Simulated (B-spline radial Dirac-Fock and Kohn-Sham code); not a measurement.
Ionisation of each subshell: Cs⁴⁰⁺

System: Cs⁴⁰⁺, [Ne] 3s2 3p3; nuclear rms radius 4.8041 fm (A = 133).

These are calculated numbers from a radial B-spline solver; the model is relaxed Dirac-Fock hole states (ΔSCF) with Breit and QED corrections and a finite nucleus. Electron correlation is not included. Energies are counted from the vacuum level. Subshells whose hole state is unreliable or did not converge are left out.

All terms are in eV, carry their sign (relaxation lowers the binding energy) and add up to the binding energy; ⟨r⟩ is the mean radius of the orbital in the initial state.

```
  subshell  −ε (Koopmans)  relaxation   Gaunt  retardation     QED  binding energy  ⟨r⟩ (bohr)
    K (1s)        38637.2      -27.60  -94.73         7.64  -44.39               ?       0.026
   L1 (2s)         8109.8       -5.42   -9.50         0.58   -5.87          8089.6       0.110
L3 (2p3/2)         7412.7       -6.71  -11.39         2.05   -0.31          7396.3       0.098
   M1 (3s)         3150.5       -0.59   -2.28         0.22   -1.53          3146.3       0.269
 M2,3 (3p)         2977.1       -0.64   -3.09         0.59   -0.06          2973.9       0.264
```

Question: Which binding energy belongs in the row of K (1s)?

Answer: 38478.1 eV, the sum of the terms in that row (to rounding).

For the deepest level, K (1s), the Breit terms make up -0.226 % of the binding energy, QED -0.115 % and orbital relaxation -0.072 %.

Going to the tabulated ground configuration of the next ion removes an electron from M2,3 (3p), computed at 2973.9 eV. NIST lists 2945 ± 4 eV as the ionisation energy of this species (theoretical), -28.88 eV from the computed value. Where a p, d or f shell is open in either ion the computed value averages over both j values and all terms, while the table refers to the lowest levels; that difference holds spin-orbit splitting (largest in heavy or highly charged ions), term energies where several electrons share open shells, and correlation, and it can reach 10 % or more.
